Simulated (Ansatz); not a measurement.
Geometry optimisation, Ansatz, DFT PBEsol, scalar-relativistic, plane waves, PAW.

The input (input.yaml):

```yaml
crystal:
  lattice:
    - [4.58, 0.0, 0.0]
    - [2.29, 3.966396, 0.0]
    - [0.0, 0.0, 15.58843]
  atoms:
    - { symbol: Be, position: [0.0, 0.0, 0.0641501] }
    - { symbol: Be, position: [0.5, 0.0, 0.0641501] }
    - { symbol: Be, position: [0.0, 0.5, 0.0641501] }
    - { symbol: Be, position: [0.5, 0.5, 0.0641501] }
    - { symbol: Be, position: [-0.1666667, 0.3333333, 0.1792493] }
    - { symbol: Be, position: [0.3333333, 0.3333333, 0.1792493] }
    - { symbol: Be, position: [-0.1666667, 0.8333333, 0.1792493] }
    - { symbol: Be, position: [0.3333333, 0.8333333, 0.1792493] }
    - { symbol: Be, position: [0.0, 0.0, 0.2943484] }
    - { symbol: Be, position: [0.5, 0.0, 0.2943484] }
    - { symbol: Be, position: [0.0, 0.5, 0.2943484] }
    - { symbol: Be, position: [0.5, 0.5, 0.2943484] }
    - { symbol: C, position: [0.1924546, 0.1387412, 0.4322712] }
    - { symbol: H, position: [-0.057723, 0.2035452, 0.4091772] }
    - { symbol: H, position: [0.3789071, -0.1112612, 0.4091772] }
    - { symbol: H, position: [0.2586086, 0.3233105, 0.4091772] }
    - { symbol: H, position: [0.1924546, 0.1387412, 0.5021949] }
basis:
  ecutwfc: 420.0
kpoints:
  mp_grid: { grid: [5, 5, 1] }
hamiltonian:
  xc: pbesol
scf:
  occupations: { method: gaussian, width: 0.15 }
  lower_state_search: "off"
relax:
  f_tol: 0.03
  max_steps: 60
  adjacent_minimum: "off"
  constraints: [{ sites: [0, 1, 2, 3] }]
```

Run as:

```bash
$ ansatz run input.yaml --threads 1 --pin off --max-ram 3072MiB --backend cpu --events-out ev --progress --plain --runs-dir out
```

**Question.** Where does it end, and by what steps?

**Answer.** The forces met the threshold. The force dipped under the threshold on the way, but the program's further checks kept it going. Limits of this set-up: thin slab, slab without dipole correction, no dispersion correction for a molecule that may bind weakly. After 12 steps the energy has fallen by 1.315 eV; H16 moved furthest, 1.73 Å.

| step | energy less start (eV) | largest force component (eV/Å) | accepted |
| --- | --- | --- | --- |
| 0 | 0.0000 | 1.622 | yes |
| 1 | -0.5072 | 0.761 | yes |
| 2 | -0.7814 | 0.284 | yes |
| 3 | -0.9808 | 0.239 | yes |
| 4 | -1.1251 | 0.174 | yes |
| 5 | -1.2177 | 0.123 | yes |
| 6 | -1.2715 | 0.075 | yes |
| 7 | -1.2990 | 0.027 | yes |
| 8 | -1.2990 | 0.027 | yes |
| 9 | -1.3105 | 0.034 | yes |
| 10 | -1.3128 | 0.049 | yes |
| 11 | -1.3146 | 0.018 | yes |
| 12 | -1.3146 | 0.019 | yes |

```xyz
17
Lattice="4.5800 0.0000 0.0000 2.2900 3.9664 0.0000 0.0000 0.0000 15.5884" Properties=species:S:1:pos:R:3
Be 0.000 0.000 1.000
Be 2.290 0.000 1.000
Be 1.145 1.983 1.000
Be 3.435 1.983 1.000
Be -0.001 1.323 2.839
Be 2.291 1.323 2.839
Be 1.145 3.305 2.836
Be 3.435 3.304 2.840
Be 0.000 -0.001 4.674
Be 2.293 0.000 4.675
Be 1.144 1.983 4.675
Be 3.435 1.983 4.678
C 1.196 0.551 8.446
H 0.162 0.537 8.078
H 1.729 -0.333 8.070
H 1.698 1.459 8.085
H 1.197 0.542 9.544
```

Run time: 110 s on 1 thread of Arm Neoverse V1, with other jobs on the host, peak memory 0.45 GiB.
